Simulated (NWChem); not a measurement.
# BHBrF; SMILES B(F)Br

All runs: NWChem. Structure relaxed at the PBE0/def2-SVP level. Ions are spin-unrestricted doublets at the neutral geometry; other ion states weren't tried.

For level PBE/def2-SVP:

```
Item                                   Value
-------------------------------------  -----
vertical ionisation energy, ΔSCF (eV)  11.19
−ε(HOMO) (eV)                           7.28
```

**Question.** Estimate the same quantities for level PBE0/def2-SVP.

**Answer.** vertical ionisation energy, ΔSCF (eV): 11.43
−ε(HOMO) (eV): 8.66
